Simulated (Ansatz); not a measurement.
Ag₈Te₄⁺, relaxed as a doublet with UKS PBE-D4/def2-SVP in Ansatz, starting from the GFN1-xTB geometry. Force threshold 0.03 eV/Å.

In the def2 sets Ag, Te take a core potential; there is no spin–orbit coupling. Another isomer (doublet) lies 0.52 eV lower at PBE0-D4/def2-TZVP; other spin states weren't run for this one.

Start:

```csv
atom,x (Å),y (Å),z (Å)
Ag1,-3.030,0.405,0.436
Ag2,-0.524,1.626,-0.225
Ag3,2.222,1.295,-0.957
Ag4,1.772,-1.445,-1.512
Ag5,-2.490,0.860,-2.244
Ag6,0.974,-1.861,1.248
Ag7,1.415,0.844,1.799
Ag8,-0.987,-1.180,-0.793
Te9,3.329,-0.677,0.649
Te10,-1.635,-1.521,1.875
Te11,-1.203,1.136,2.404
Te12,0.156,0.519,-2.680
```

```csv
step,energy (eV),largest force component (eV/Å),SCF passes
1,-61175.7458,1.482,26
2,-61176.0294,0.634,29
3,-61176.1153,0.118,23
4,-61176.1198,0.043,22
5,-61176.1206,0.015,23
```

Force components are those of the run's own axes.

End:

```xyz
12

Ag   -3.127    0.437    0.366
Ag   -0.557    1.641   -0.244
Ag    2.222    1.268   -0.923
Ag    1.779   -1.440   -1.471
Ag   -2.595    0.885   -2.273
Ag    1.022   -1.892    1.278
Ag    1.473    0.856    1.834
Ag   -1.017   -1.171   -0.812
Te    3.447   -0.704    0.686
Te   -1.634   -1.624    1.895
Te   -1.170    1.205    2.466
Te    0.157    0.539   -2.800
```

By distances, no bond broke or formed. The bond that changes most is Ag1–Te10, from 2.78 to 2.97 Å (atoms count from 1).

No frequencies were taken in this run, so the end may be a saddle point.

Run time 29 s (2 threads of AMD EPYC 7R13 on a shared host and a share (18 GiB) of an NVIDIA H100 80GB HBM3), peak host memory 1.1 GiB.
